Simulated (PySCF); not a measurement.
CaF$_{2}$ (SMILES [F][Ca][F]), singlet, at a GFN2-xTB geometry (such geometries of metal compounds can be far from the true shape), atoms displaced at random by about 0.02 Å a coordinate; PBE/6-31G (PySCF).

The PySCF input:
```python
from pyscf import gto, scf, dft
from pyscf.geomopt import geometric_solver

mol = gto.Mole()
mol.atom = '''
    Ca    0.497034   -0.090838   -0.169507
    F    -0.743890    1.248244   -0.806064
    F    -0.381312   -1.052360    1.202349
'''
mol.basis = '6-31g'
mol.charge = 0
mol.spin = 0
mol.verbose = 3
mol.build()

def method(m):
    mf = dft.RKS(m)
    mf.xc = 'pbe'
    return mf

conv, mol_eq = geometric_solver.kernel(method(mol), maxsteps=100, coordsys='prim')
print('optimisation converged:', conv)
print(mol_eq.tostring(format='xyz'))
mf = method(mol_eq)
mf.kernel()
```

The log (banner, timings and long lists left out):

```
Custom engine selected.
Bonds will be generated from interatomic distances less than 1.20 times sum of covalent radii
3 internal coordinates being used (instead of 9 Cartesians)
Internal coordinate system (atoms numbered from 1):
Distance 1-2
Distance 1-3
Angle 2-1-3
<class 'geometric.internal.Distance'> : 2
<class 'geometric.internal.Angle'> : 1
> ===== Optimization Info: ====
> Job type: Energy minimization
> Maximum number of optimization cycles: 100
> Initial / maximum trust radius (Angstrom): 0.100 / 0.300
> Convergence Criteria:
> Will converge when all 5 criteria are reached:
>  |Delta-E| < 1.00e-06
>  RMS-Grad  < 3.00e-04
>  Max-Grad  < 4.50e-04
>  RMS-Disp  < 1.20e-03
>  Max-Disp  < 1.80e-03
> === End Optimization Info ===

Geometry optimization cycle 1
Cartesian coordinates (Angstrom)
 Atom        New coordinates             dX        dY        dZ
  Ca   0.497034  -0.090838  -0.169507   -0.000000  0.000000  0.000000
   F  -0.743890   1.248244  -0.806064    0.000000  0.000000  0.000000
   F  -0.381312  -1.052360   1.202349    0.000000  0.000000  0.000000

WARN: Mole.unit (angstrom) is changed to Bohr

converged SCF energy = -876.788765711719
--------------- RKS_Scanner gradients ---------------
         x                y                z
0 Ca    -0.0748174587    -0.0021748921     0.0407576216
1 F     0.0388949405    -0.0523832378     0.0301143094
2 F     0.0362998777     0.0539534299    -0.0701844069
----------------------------------------------
cycle 1: E = -876.788765712  dE = -876.789  norm(grad) = 0.146907
Step    0 : Gradient = 8.482e-02/9.568e-02 (rms/max) Energy = -876.7887657117
[...]
Geometry optimization cycle 2
Cartesian coordinates (Angstrom)
 Atom        New coordinates             dX        dY        dZ
  Ca   0.496418  -0.084141  -0.175581   -0.000616  0.006697 -0.006074
   F  -0.755209   1.338028  -0.885909   -0.011319  0.089784 -0.079845
   F  -0.369377  -1.148842   1.288268    0.011935 -0.096482  0.085919
converged SCF energy = -876.813268871681
--------------- RKS_Scanner gradients ---------------
         x                y                z
0 Ca    -0.0218735866    -0.0002155656     0.0115146699
1 F     0.0130777763    -0.0233626420     0.0156827037
2 F     0.0091523518     0.0234868991    -0.0271572142
----------------------------------------------
cycle 2: E = -876.813268872  dE = -0.0245032  norm(grad) = 0.0542843
Step    1 : Displace = 1.024e-01/1.297e-01 (rms/max) Trust = 1.000e-01 (=) Grad = 3.134e-02/3.705e-02 (rms/max) E (change) = -876.8132688717 (-2.450e-02) Quality = 0.894
Along Distance 1-3 0.761
[...]
Geometry optimization cycle 3
Cartesian coordinates (Angstrom)
 Atom        New coordinates             dX        dY        dZ
  Ca   0.431645  -0.072905  -0.152817   -0.064773  0.011235  0.022764
   F  -0.740489   1.447144  -0.997667    0.014720  0.109116 -0.111759
   F  -0.319324  -1.269193   1.377262    0.050053 -0.120351  0.088995
converged SCF energy = -876.823096903004
--------------- RKS_Scanner gradients ---------------
         x                y                z
0 Ca     0.0010195936    -0.0026828240     0.0020325336
1 F    -0.0002405769    -0.0061783951     0.0059532473
2 F    -0.0007888442     0.0085998290    -0.0080216495
----------------------------------------------
cycle 3: E = -876.823096903  dE = -0.00982803  norm(grad) = 0.0149989
Step    2 : Displace = 1.346e-01/1.578e-01 (rms/max) Trust = 1.414e-01 (+) Grad = 8.660e-03/1.179e-02 (rms/max) E (change) = -876.8230969030 (-9.828e-03) Quality = 1.369
Along Angle 2-1-3 0.637
[...]
Geometry optimization cycle 4
Cartesian coordinates (Angstrom)
 Atom        New coordinates             dX        dY        dZ
  Ca   0.334435  -0.053753  -0.120839   -0.097210  0.019153  0.031978
   F  -0.705904   1.534456  -1.098884    0.034585  0.087312 -0.101217
   F  -0.256698  -1.375657   1.446502    0.062626 -0.106464  0.069239
converged SCF energy = -876.826886978481
--------------- RKS_Scanner gradients ---------------
[...]
Step    3 : Displace = 1.290e-01/1.416e-01 (rms/max) Trust = 2.000e-01 (+) Grad = 5.961e-03/8.413e-03 (rms/max) E (change) = -876.8268869785 (-3.790e-03) Quality = 1.394
converged SCF energy = -876.82896555158
Step    4 : Displace = 1.245e-01/1.301e-01 (rms/max) Trust = 2.828e-01 (+) Grad = 8.000e-03/9.241e-03 (rms/max) E (change) = -876.8289655516 (-2.079e-03) Quality = 1.504
converged SCF energy = -876.830785228367
Step    5 : Displace = 1.601e-01/2.004e-01 (rms/max) Trust = 3.000e-01 (+) Grad = 8.475e-03/1.074e-02 (rms/max) E (change) = -876.8307852284 (-1.820e-03) Quality = 1.386
converged SCF energy = -876.831798540391
Step    6 : Displace = 1.104e-01/1.543e-01 (rms/max) Trust = 3.000e-01 (=) Grad = 6.431e-03/8.913e-03 (rms/max) E (change) = -876.8317985404 (-1.013e-03) Quality = 1.447
[...]
   F  -0.454978   1.637867  -1.327318    0.048305 -0.017929 -0.007861
   F   0.036569  -1.570252   1.480618    0.044577  0.004913 -0.027736
converged SCF energy = -876.832354935298
--------------- RKS_Scanner gradients ---------------
         x                y                z
0 Ca    -0.0002293237     0.0014967230    -0.0013100409
1 F    -0.0002245108     0.0014236523    -0.0010906418
2 F     0.0004542472    -0.0029275448     0.0023993375
----------------------------------------------
cycle 8: E = -876.832354935  dE = -0.000556395  norm(grad) = 0.00467005
Step    7 : Displace = 7.202e-02/1.003e-01 (rms/max) Trust = 3.000e-01 (=) Grad = 2.696e-03/3.812e-03 (rms/max) E (change) = -876.8323549353 (-5.564e-04) Quality = 1.222
Along Angle 2-1-3 0.941
[...]
Geometry optimization cycle 9
Cartesian coordinates (Angstrom)
 Atom        New coordinates             dX        dY        dZ
  Ca  -0.209474   0.035567   0.075110    0.000286 -0.001864  0.001632
   F  -0.453809   1.630176  -1.320587    0.001169 -0.007691  0.006730
   F   0.035115  -1.560697   1.472256   -0.001454  0.009555 -0.008362
converged SCF energy = -876.832435133338
--------------- RKS_Scanner gradients ---------------
         x                y                z
0 Ca    -0.0000553875     0.0003614860    -0.0003163976
1 F    -0.0000177076     0.0000704745     0.0000873015
2 F     0.0000732084    -0.0004336457     0.0002287309
----------------------------------------------
cycle 9: E = -876.832435133  dE = -8.0198e-05  norm(grad) = 0.000701766
Step    8 : Displace = 9.581e-03/1.278e-02 (rms/max) Trust = 3.000e-01 (=) Grad = 4.052e-04/4.957e-04 (rms/max) E (change) = -876.8324351333 (-8.020e-05) Quality = 1.195
Along Distance 1-3 -0.805
[...]
Geometry optimization cycle 10
Cartesian coordinates (Angstrom)
 Atom        New coordinates             dX        dY        dZ
  Ca  -0.209408   0.035134   0.075489    0.000066 -0.000433  0.000379
   F  -0.453708   1.629515  -1.320009    0.000101 -0.000661  0.000578
   F   0.034947  -1.559603   1.471298   -0.000168  0.001094 -0.000957
converged SCF energy = -876.832436541018
--------------- RKS_Scanner gradients ---------------
         x                y                z
0 Ca    -0.0000119824     0.0000782027    -0.0000684484
1 F    -0.0000085845     0.0000108045     0.0001392679
2 F     0.0000205916    -0.0000893708    -0.0000708997
----------------------------------------------
cycle 10: E = -876.832436541  dE = -1.40768e-06  norm(grad) = 0.000209686
Step    9 : Displace = 1.042e-03/1.463e-03 (rms/max) Trust = 3.000e-01 (=) Grad = 1.211e-04/1.399e-04 (rms/max) E (change) = -876.8324365410 (-1.408e-06) Quality = 1.515
Along Distance 1-3 -0.989
[...]
Geometry optimization cycle 11
Cartesian coordinates (Angstrom)
 Atom        New coordinates             dX        dY        dZ
  Ca  -0.209395   0.035052   0.075560    0.000013 -0.000082  0.000072
   F  -0.453723   1.629613  -1.320095   -0.000015  0.000098 -0.000086
   F   0.034950  -1.559619   1.471312    0.000002 -0.000016  0.000014
converged SCF energy = -876.832436538359
--------------- RKS_Scanner gradients ---------------
         x                y                z
0 Ca    -0.0000039754     0.0000259454    -0.0000227092
1 F    -0.0000145974     0.0000501489     0.0001050311
2 F     0.0000185806    -0.0000762082    -0.0000823483
----------------------------------------------
cycle 11: E = -876.832436538  dE = 2.65902e-09  norm(grad) = 0.000167028
Step   10 : Displace = 9.926e-05/1.308e-04 (rms/max) Trust = 3.000e-01 (=) Grad = 9.643e-05/1.173e-04 (rms/max) E (change) = -876.8324365384 (+2.659e-09) Quality = -0.130
Along Distance 1-2 0.938
[...]
Converged! =D

optimisation converged: True
3
XYZ from PySCF
Ca         -0.20939498        0.03505215        0.07556044
F          -0.45372254        1.62961283       -1.32009476
F           0.03494952       -1.55961899        1.47131232
converged SCF energy = -876.832436538483
```
